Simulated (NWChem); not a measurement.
Species: C$_{2}$H$_{3}$FOSi; SMILES FC1=CO[SiH2]1

```xyz
8

F     -0.2268     2.1000     0.0000
C      0.0006     0.7973     0.0000
C      1.1677     0.1234     0.0000
O      0.8879    -1.2338     0.0000
Si    -0.8070    -0.8754     0.0000
H      2.2167     0.4374     0.0000
H     -1.4951    -1.3676    -1.2226
H     -1.4951    -1.3676     1.2226
```
Atoms are numbered in this order, from 1.

Program: NWChem. Pople sets run with spherical d functions. Coordinates come from a PBE0/def2-SVP optimisation. Ions are spin-unrestricted doublets at the neutral geometry; other ion states weren't tried. Functional: LC-ωPBE (HJS hole) with 6-31G*; rows give the range parameter ω in 1/bohr.

Q: At which range parameter does −ε(HOMO) equal the ΔSCF ionisation energy (optimal tuning)?

A: about 0.43 per bohr, by linear interpolation in these runs:
| range parameter (1/bohr) | vertical ionisation energy, ΔSCF (eV) | −ε(HOMO) (eV) | ΔSCF minus −ε(HOMO) (eV) |
|---|---|---|---|
| 0.05 | 8.62 | 5.76 | 2.86 |
| 0.15 | 8.67 | 7.12 | 1.55 |
| 0.20 | 8.71 | 7.66 | 1.05 |
| 0.30 | 8.82 | 8.50 | 0.32 |
| 0.80 | 9.21 | 10.17 | -0.96 |
